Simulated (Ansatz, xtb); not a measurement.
## Two structures of C5H11BO

Structure a is a singlet given by its coordinates and structure b is `B[C@@H]1CO[C@H](C)C1`, a singlet. Both are isolated molecules in the gas phase, relaxed with B3LYP/def2-SVP; the shapes shown needn't be the lowest conformers.

a (Å):

```xyz
18

C    -0.6895    0.0897   -0.2305
C    -0.2420    0.9953   -1.3477
C    -1.2084   -1.2843   -0.6378
C    -2.3383   -1.6130    0.3533
C    -2.9307   -0.2424    0.6922
B    -0.4082    0.4116    1.2813
O    -1.8628    0.7200    0.5537
H     0.1321    1.4533    1.5664
H    -0.4939   -0.4588    2.1168
H    -0.9846    1.0565   -2.1629
H    -0.0250    2.0087   -0.9825
H     0.6904    0.5895   -1.7753
H    -1.5931   -1.2596   -1.6735
H    -0.4048   -2.0364   -0.6035
H    -3.0952   -2.2872   -0.0749
H    -1.9358   -2.0907    1.2567
H    -3.3260   -0.1671    1.7155
H    -3.7178    0.0557   -0.0195
```

Close contacts (Å): C1–C2 1.51, C1–C3 1.52, C1–B6 1.57, C1–O7 1.55, C3–C4 1.54, C4–C5 1.53, C5–O7 1.44, B6–O7 1.66, C2–H10 1.10, C2–H11 1.10, C2–H12 1.10, C3–H13 1.11, C3–H14 1.10, C4–H15 1.10, C4–H16 1.10, C5–H17 1.10, C5–H18 1.10, B6–H8 1.21.

b (Å):

```yaml
atoms:
  - { symbol: C, position_ang: [-0.9865, 1.4574, 0.3885] }
  - { symbol: C, position_ang: [-1.7130, 1.4083, -0.9696] }
  - { symbol: C, position_ang: [0.0893, -0.1024, -1.0663] }
  - { symbol: C, position_ang: [0.2506, -1.5408, -1.5273] }
  - { symbol: C, position_ang: [-0.2679, 0.0967, 0.4113] }
  - { symbol: B, position_ang: [-1.7257, 2.0001, 1.6441] }
  - { symbol: O, position_ang: [-0.9834, 0.5070, -1.7916] }
  - { symbol: H, position_ang: [-1.3537, 1.7022, 2.7548] }
  - { symbol: H, position_ang: [-2.6261, 2.7998, 1.5324] }
  - { symbol: H, position_ang: [-0.1949, 2.2485, 0.3225] }
  - { symbol: H, position_ang: [-2.7503, 1.0379, -0.8588] }
  - { symbol: H, position_ang: [-1.7703, 2.4016, -1.4493] }
  - { symbol: H, position_ang: [1.0282, 0.4516, -1.2833] }
  - { symbol: H, position_ang: [0.4340, -1.5782, -2.6119] }
  - { symbol: H, position_ang: [-0.6630, -2.1190, -1.3154] }
  - { symbol: H, position_ang: [1.1005, -2.0220, -1.0169] }
  - { symbol: H, position_ang: [0.6102, 0.0777, 1.0742] }
  - { symbol: H, position_ang: [-0.9566, -0.7004, 0.7423] }
```

Quicker runs give these differences E(b) − E(a): GFN2-xTB +47.7 kJ/mol; HF/STO-3G +64.1 kJ/mol (at GFN2-xTB geometries); r2SCAN-D4/def2-SVP +30.9 kJ/mol (at GFN2-xTB geometries).

**Question.** Estimate E(b) − E(a) at the level CCSD(T)/def2-SVP + ΔMP2/def2-TZVPP.

**Answer.** Calculated at CCSD(T)/def2-SVP + ΔMP2/def2-TZVPP: E(b) − E(a) = +31.2 kJ/mol, so structure a lies lower.

How the difference moves with the method:

| level | geometry | E(b) − E(a) (kJ/mol) | departure from the last row (kJ/mol) | job, with rough time for the two |
| --- | --- | --- | --- | --- |
| GFN2-xTB | GFN2-xTB | +47.7 | +16.4 | optimisation, 0.46 s |
| HF/STO-3G | GFN2-xTB | +64.1 | +32.9 | single point, 1.1 s |
| r2SCAN-D4/def2-SVP | GFN2-xTB | +30.9 | −0.3 | single point, 13 s |
| B3LYP/def2-SVP | B3LYP/def2-SVP | +21.8 | −9.4 | optimisation, 3.5 min |
| HF/def2-SVP | B3LYP/def2-SVP | −13.2 | −44.4 | part of the CCSD(T) run |
| MP2/def2-SVP | B3LYP/def2-SVP | +36.4 | +5.1 | part of the CCSD(T) run |
| CCSD(T)/def2-SVP | B3LYP/def2-SVP | +32.5 | +1.2 | single point |
| CCSD(T)/def2-SVP + ΔMP2/def2-TZVPP | B3LYP/def2-SVP | +31.2 |  | single point, 5.8 min |

HF/def2-SVP puts the two in the other order. The largest departure from CCSD(T)/def2-SVP + ΔMP2/def2-TZVPP is that of HF/def2-SVP, 44.4 kJ/mol. The last row adds to CCSD(T) the change of the MP2 difference between the two basis sets, here −1.2 kJ/mol.

With thermal terms from frequencies at re-optimised GFN2-xTB minima (ideal gas, soft modes damped towards free rotors, one conformer each, 298.15 K, 1 atm): the zero-point term adds −7.9 kJ/mol; ΔH is +26.2 and ΔG +18.9 kJ/mol.

The correlated steps freeze 7 core orbitals. Mirror images aren't counted in ΔG. Programs: Ansatz 0.2.0, xtb 6.7.1; the last row on 2 threads of Arm Neoverse N1 on a shared host.
